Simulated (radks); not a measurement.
Q: All-electron atom: the potassium ion K13+ in [He] 2s2 2p2 (the NIST ground configuration). Method: scalar-relativistic Kohn-Sham, Slater X-alpha with alpha = 0.845, spin-polarised, spherical densities, point nucleus; open shells are filled with parallel spins first; computed with a radial shooting solver on a logarithmic mesh with Libxc functionals. Some entries of the table are withheld. Estimate them.

orbital  occ.  eigenvalue (Ry)  r(max) (bohr)
1s up       1              (1)        0.05293
1s down     1              (2)        0.05286
2s up       1        -60.14428         0.2986
2s down     1        -58.66794         0.3006
2p up       2        -56.41615         0.2388
2p down     0        -54.66454         0.2410

A: 
(1) 1s up eigenvalue (Ry): -303.4922
(2) 1s down eigenvalue (Ry): -302.6357
